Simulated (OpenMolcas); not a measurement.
# Ce²⁺: the spin-orbit constant, worked from levels

| Item | Value |
| --- | --- |
| Program | OpenMolcas 26.06 |
| Basis | ANO-RCC-VQZP [9s8p6d4f3g2h] |
| Scalar Hamiltonian | DKH2, point nucleus |
| Active space | 2 electrons in 7 orbitals (4f) |
| State averaging | 2S+1 = 3 even, 21 roots; 2S+1 = 1 even, 28 roots |
| Spin-orbit coupling | RASSI with atomic mean-field integrals over the reference wave functions, term energies averaged over their components |

Methods: CASSCF; SS-CASPT2, IPEA 0.25 Eh, imaginary shift 0.1 Eh (closed shells correlated: 5s 5p). Measured levels: Martin, Zalubas and Hagan, Atomic Energy Levels: The Rare-Earth Elements, NSRDS-NBS 60 (1978).

**The spin-orbit constant.** For the Hund term ³H of f2, E(J) = (A/2) J(J+1) + constant and ζ = 2S·A = 2A. From J = 4 to J = 6 the energy changes by 11 A.

| Source | E(6) - E(4) | A | ζ |
| --- | --- | --- | --- |
| CASSCF | 3426.0 | 311.5 | 623 |
| SS-CASPT2 | 3458.0 | 314.4 | 629 |
| measured | 3127.1 | 284.3 | 569 |

All in cm-1. SS-CASPT2 is off by +10.6 % and CASSCF by +9.6 %. Both methods take the spin-orbit matrix elements from the reference wave functions, so the second can move ζ only through the term energies and any multistate remixing. Second-order mixing with other terms is absorbed into this ζ.

Term energies are means over components that CASPT2 splits; among the terms shown or strongly mixed into the levels shown the widest spread is 190 cm-1 (4f² ³H, SS-CASPT2). Over all roots computed the reference weight is 0.86 to 0.92 in SS-CASPT2; the roots of lowest weight are the least certain, and an intruder state may touch them. Without dynamic correlation excited terms often stand tens of per cent too high (terms of higher spin than the ground term too low), and those without a measured partner can miss by more than the paired ones (holds for CASSCF). Measured partners are found by configuration, term and J. A level has none where our copy of the source lacks it or the pairing is in doubt (some pairs that miss far off the trend of their configuration count as doubtful), and it then counts in no deviation. Only configurations of the active space appear.
